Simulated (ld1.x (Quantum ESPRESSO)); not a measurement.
# iodine: variants of one TM potential

Base potential:

* Element: iodine
* Generator: ld1.x (Quantum ESPRESSO) 7.5
* Type: norm-conserving Troullier–Martins (Kleinman–Bylander form)
* Functional: PBE
* Relativity: scalar-relativistic
* Frozen core: [Kr]
* Valence charge: 17
* Reference configuration: 4d10 5s2 5p3.5 (charge +1.5)
* Partial waves: 5s (bound): rc 1.55 bohr; 4d (bound): rc 1.20 bohr; 5p (bound): rc 1.90 bohr
* Local potential: the p channel
* Core correction: none

Cutoffs, loose and tight: the cutoffs (Ry, on a coarse ladder) from which the occupation-weighted sum of valence levels, in a spherical-Bessel basis at the reference potential, stays within 10 and 1 mRy of its value at 400 Ry. They do not see the model core or the augmentation charge, which bear on the density cutoff. Test errors are all-electron minus pseudo excitation energies from the reference, over the configurations 4d10 5s2 5p5; 4d10 5s2 5p4; 4d10 5s2 5p3; 4d9 5s2 5p6; 4d10 5s1 5p6; 4d10 5s1 5p5; 4d10 5s2 5p4.5. A dash means not determined; rows that change the core or the reference have their own tests.

| change | outcome | cutoff, loose | cutoff, tight | bound ghosts | largest test error (meV) |
| --- | --- | --- | --- | --- | --- |
| base | generated | 120 Ry | 200 Ry | none | -593 |
| wave 4d (bound): rc 1.20 bohr becomes 4d (bound): rc 0.80 bohr | generated | 230 Ry | over 300 Ry | none | -600 |
| wave 4d (bound): rc 1.20 bohr becomes 4d (bound): rc 0.98 bohr | generated | 140 Ry | 200 Ry | none | -598 |
| wave 4d (bound): rc 1.20 bohr becomes 4d (bound): rc 1.16 bohr | generated | 120 Ry | 200 Ry | none | -594 |
| wave 4d (bound): rc 1.20 bohr becomes 4d (bound): rc 1.26 bohr | generated | 120 Ry | 200 Ry | none | -588 |
| wave 4d (bound): rc 1.20 bohr becomes 4d (bound): rc 1.48 bohr | generated | 100 Ry | 180 Ry | none | -552 |
| wave 4d (bound): rc 1.20 bohr becomes 4d (bound): rc 1.60 bohr | generated | 90 Ry | 160 Ry | none | -497 |
| wave 4d (bound): rc 1.20 bohr becomes 4d (bound): rc 1.74 bohr | generated | 90 Ry | 160 Ry | none | -433 |

Reading the sweep of the d radius (base included, trends over the rows without a ghost): The loose cutoff falls from 230 Ry at 0.8 to 90 Ry at 1.74 bohr. A larger radius leaves more room for a smooth pseudo-wave, so fewer plane waves are needed; a smaller one forces it to follow the all-electron wave where it bends sharply. The median size of the test errors (rows with all tests solved) stays near 3.6 meV.
